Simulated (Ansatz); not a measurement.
Process, species as SMILES: F[B]B(F)F → 2 B atom + 3 F atom
B3LYP-D3(BJ)/def2-TZVP geometries, fixed; electronic energies without zero-point terms.

How fast the atomisation energy converges with the basis for several methods (Ansatz, an electronic-structure program): deviation from each method's own reference, in kcal/mol. References: B2PLYP 531.57 kcal/mol, the value in aug-cc-pVQZ; HF 408.40 kcal/mol, the value in def2-QZVPPD; MP2 556.42 kcal/mol, Hartree-Fock in cc-pVQZ plus the correlation part extrapolated as X^-3 from cc-pVTZ and cc-pVQZ; PBE 553.15 kcal/mol, the value in aug-cc-pVQZ; PBE0 534.15 kcal/mol, the value in aug-cc-pVQZ. Cartesian d functions, on some or all atoms, in 6-31G**; all else is spherical. In correlated methods cores are frozen. Species with rotatable bonds are taken in one conformer. Open shells are unrestricted. No added dispersion term, no relativity. 

```csv
basis,functions,B2PLYP,HF,MP2,PBE,PBE0
6-31G,45,-58.33,-57.40,___,-31.84,-41.88
cc-pVDZ,70,-20.93,-22.25,___,-4.60,-11.15
def2-SVP,70,2.75,5.14,___,14.84,10.24
6-31G**,75,-1.60,0.53,___,10.55,5.66
def2-SVPD,109,-4.42,2.93,___,1.19,1.46
"6-311++G(2d,2p)",135,-8.79,-4.23,___,-3.61,-3.77
def2-TZVPPD,194,-3.88,-1.28,___,-1.69,-1.62
aug-pcseg-2,230,-0.55,2.35,___,0.22,0.71
```

Question: Some entries are withheld; supply them.

Answer: 
- 6-31G, MP2: -101.03
- cc-pVDZ, MP2: -48.31
- def2-SVP, MP2: -20.02
- 6-31G**, MP2: -23.73
- def2-SVPD, MP2: -21.02
- 6-311++G(2d,2p), MP2: -23.84
- def2-TZVPPD, MP2: -12.88
- aug-pcseg-2, MP2: -6.85

Mean absolute deviation over 6-311++G(2d,2p), def2-TZVPPD, aug-pcseg-2: PBE 1.84, PBE0 2.03, HF 2.62, B2PLYP 4.41, MP2 14.53 kcal/mol.
